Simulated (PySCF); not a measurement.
I6In2, SMILES [In-]1([I])([I+][In-]([I])([I])[I+]1)[I].

Geometry optimised at PBE0-D3(BJ)/def2-SVP. The def2 effective core potentials stand for the cores of I, In; spin–orbit coupling is left out.

Method: PySCF with PBE/def2-SVP.

Gas-phase values at a fixed geometry.

- total energy: -2166.75195 hartree
- point group: C2v
- highest occupied level: -6.61 eV
- lowest empty level: -4.00 eV
- orbital gap: 2.61 eV
- dipole moment: 0.01 D
- quadrupole, principal values (traceless, Buckingham form, about the centre of nuclear charge): -8.27, -1.02, 9.30 D·Å
- mean static polarisability: 261.5 bohr³ (38.75 Å³)
- polarisability, principal values: 191.9, 286.8, 305.7 bohr³
